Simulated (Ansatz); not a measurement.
Cartesian coordinates in Å:
```
C 0.095 -0.126 -1.315
C 0.287 -0.611 0.089
N 1.052 -1.557 0.449
C -0.500 0.079 1.160
Se 0.104 1.920 1.486
H 0.386 0.925 -1.396
H 0.686 -0.709 -2.021
H -0.960 -0.191 -1.601
H 1.537 -1.955 -0.355
H -1.564 0.127 0.924
H -0.362 -0.445 2.103
H -0.762 2.543 0.477
```

The species carries charge 0 and has multiplicity 1.

(1) List the CAM-B3LYP/def2-TZVPP orbital energies in eV (Ansatz 0.2.0). (Estimate.)

Answers

(1) Computed: Occupied: -12352.89, -1582.07, -1420.29, -1420.26, -1420.19, -391.09, -280.40, -279.77, -279.07, -214.66, -158.81, -158.70, -158.47, -59.63, -59.62, -59.42, -59.33, -59.30, -27.24, -23.45, -22.14, -20.15, -16.97, -15.35, -14.27, -14.11, -13.37, -12.33, -12.05, -10.95, -9.86, -9.19, -8.03. Lowest empty: 0.59, 1.04, 2.00, 2.34, 3.07, 3.54, 3.76, 4.01.
